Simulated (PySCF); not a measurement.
**Löwdin shares of the frontier orbitals**

Methyl 2-methylbutyrate, C6H12O2.
Z-matrix (Å and degrees, PBE0-D3(BJ)/def2-SVP geometry), rows numbered from 1:
```
C 
C   1  1.5199
C   2  1.5253  1  113.96
C   3  1.5305  2  112.16  1   173.47
C   3  1.5133  2  111.07  1   -65.20
O   5  1.2040  3  125.53  2   -29.95
O   5  1.3399  3  111.49  2   152.32
C   7  1.4160  5  115.90  3   176.95
H   1  1.1005  2  111.07  3    62.59
H   1  1.1003  2  111.18  3  -177.93
H   1  1.1021  2  111.45  3   -57.87
H   2  1.1024  1  109.72  3  -121.35
H   2  1.1028  1  110.01  3   121.54
H   3  1.1028  2  109.95  1    52.89
H   4  1.1011  3  110.60  2    59.23
H   4  1.0997  3  111.32  2   179.70
H   4  1.1004  3  110.35  2   -60.29
H   8  1.1007  7  110.88  5   -65.54
H   8  1.0961  7  106.44  5   174.79
H   8  1.0998  7  110.90  5    54.67
```

Level of theory: PySCF, TDDFT CAM-B3LYP/def2-SVPD, vertical, gas phase, core orbitals frozen in the response.

Frontier orbitals with the atoms that hold most of them (Löwdin shares over 4%, at most four atoms; ? is withheld):

```csv
orbital,ε (eV),atoms
LUMO+2,1.80,"C1 13%, C8 12%, H13 10%, C2 9%"
LUMO+1,1.39,"C5 27%, O6 22%, O7 13%, C8 8%"
LUMO,1.19,?
HOMO,?,"O6 61%, C3 10%, C5 9%, O7 9%"
HOMO-1,-10.26,?
HOMO-2,-10.77,"C2 23%, C3 19%, C1 14%, H12 9%"
HOMO-3,-10.95,"C2 24%, C1 19%, C3 10%, H12 7%"
```

Q: Which atoms hold the HOMO-1, and with what shares?

A: O7 (bonded to 2 C) 43%; O6 (bonded to C) 25%; C8 (bonded to O and 3 H) 10%; C5 (bonded to C and 2 O) 6%. By element: oxygen 68%, carbon 16% or more.

Q: Give the leading atoms of the LUMO.

A: C8 (bonded to O and 3 H) 14%; C4 (bonded to C and 3 H) 11%; C5 (bonded to C and 2 O) 11%; O7 (bonded to 2 C) 9%. By element: carbon 35% or more, oxygen 9% or more.

Q: What is the HOMO energy, and the HOMO–LUMO gap?

A: ε(HOMO) = -9.44 eV; the gap is 10.63 eV (0.3907 hartree).

Q: How does S1 compare with the orbital gap of 10.63 eV?

A: S1 is at 5.92 eV (f = 0.0019), 4.71 eV below the gap, made of HOMO→LUMO+1 (68%), HOMO→LUMO (17%). Its leading pair isn't HOMO and LUMO; the energies of that pair differ by 10.83 eV. Without the coupling terms of the response equations the lowest excitation would equal the gap.

Next come S2 at 7.83 eV (f 0.0089), HOMO→LUMO (66%), HOMO→LUMO+1 (19%); S3 at 8.20 eV (f 0.107), HOMO-1→LUMO+1 (57%), HOMO-1→LUMO (21%); S4 at 8.44 eV (f 0.017), HOMO-1→LUMO (61%), HOMO-1→LUMO+1 (26%); S5 at 8.64 eV (f 0.0045), HOMO-5→LUMO+1 (32%), HOMO-3→LUMO+1 (15%), HOMO-4→LUMO+1 (12%).

Löwdin shares depend on the basis, the more so with diffuse functions.

One conformer stands for the species.
